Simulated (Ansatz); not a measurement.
Geometry optimisation, RKS PBE-D4/6-31G* (Ansatz 0.2.0).

Input:

```yaml
crystal:
  periodic: [false, false, false]
  atoms:
    - { symbol: "N", position_ang: [-1.8362, 1.6372, 0.2293] }
    - { symbol: Si, position_ang: [-0.9775, 0.4077, 0.8602] }
    - { symbol: Si, position_ang: [1.6051, 0.6712, 0.6098] }
    - { symbol: C, position_ang: [0.3586, 0.0613, -0.3499] }
    - { symbol: Si, position_ang: [0.493, -1.8012, -0.7401] }
    - { symbol: H, position_ang: [-2.8297, 1.41621, 0.04824] }
    - { symbol: H, position_ang: [-1.8792, 2.47458, 0.85266] }
    - { symbol: H, position_ang: [-1.6457, -0.8298, 1.1696] }
    - { symbol: H, position_ang: [2.0218, -0.0208, 1.9138] }
    - { symbol: H, position_ang: [1.726, 2.1493, 0.7608] }
    - { symbol: H, position_ang: [0.1511, 0.5528, -1.2752] }
    - { symbol: H, position_ang: [0.7007, -2.5738, 0.5361] }
    - { symbol: H, position_ang: [1.6342, -1.9407, -1.6027] }
    - { symbol: H, position_ang: [-0.7201, -2.2722, -1.4468] }
basis:
  gaussian: { orbitals: "6-31G*" }
hamiltonian:
  xc: pbe
  dispersion: d4
relax:
  f_tol: 0.015
  max_steps: 40
output:
  orbitals: {}
```

Run as:

```bash
$ ansatz run input.yaml --threads 2 --pin off --max-ram 3072MiB --backend cpu --events-out ev --progress --plain --runs-dir out
```

Where does it end, and by what steps?

The forces met the threshold. After 10 steps the energy has fallen by 2.176 eV; Si3 moved furthest, 0.48 Å.

| step | energy less start (eV) | largest force component (eV/Å) | accepted |
| --- | --- | --- | --- |
| 0 | 0.0000 | 4.338 | yes |
| 1 | -1.3042 | 2.534 | yes |
| 2 | -1.8722 | 1.687 | yes |
| 3 | -2.0351 | 2.048 | yes |
| 4 | -2.1526 | 0.262 | yes |
| 5 | -2.0742 | 0.771 | no |
| 6 | -2.1689 | 0.090 | yes |
| 7 | -2.1734 | 0.098 | yes |
| 8 | -2.1749 | 0.085 | yes |
| 9 | -2.1759 | 0.051 | yes |
| 10 | -2.1762 | 0.007 | yes |

```xyz
14
Properties=species:S:1:pos:R:3
N -1.963 1.837 0.419
Si -0.980 0.457 0.832
Si 1.257 0.779 0.927
C 0.277 -0.053 -0.515
Si 0.569 -1.874 -0.814
H -2.791 1.679 -0.160
H -2.180 2.496 1.168
H -1.635 -0.714 1.513
H 2.198 -0.114 1.675
H 1.852 2.117 0.617
H 0.239 0.544 -1.440
H 0.600 -2.605 0.499
H 1.881 -2.130 -1.504
H -0.521 -2.488 -1.650
```

Run time: 34 s on 2 threads of Arm Neoverse V2 (shared host), peak memory 0.16 GiB.
